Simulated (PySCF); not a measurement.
## Correlation energy of Br+ (bromine, charge +1)

[Ar] 3d10 4s2 4p4, high-spin 3P determinant. Calculation: PySCF 2.14, in def2-TZVPPD (7s6p5d1f, 57 functions); the non-relativistic Hamiltonian (point nucleus). Frozen: [Ne]; 24 electrons correlated.

```csv
level,correlation energy (mhartree)
CCSD,-286.42
(T),-7.10
CCSD(T),-293.52
```

Diagnostics: T1 = 0.0048, D1 = 0.0252, largest double amplitude 0.033.

Problem. Is a single reference adequate?

Solution. Yes, within this model without spin-orbit coupling: T1 lies below 0.03 and no double amplitude reaches 0.07.

This basis was not built for core-valence correlation, so the inner-shell part is incomplete.
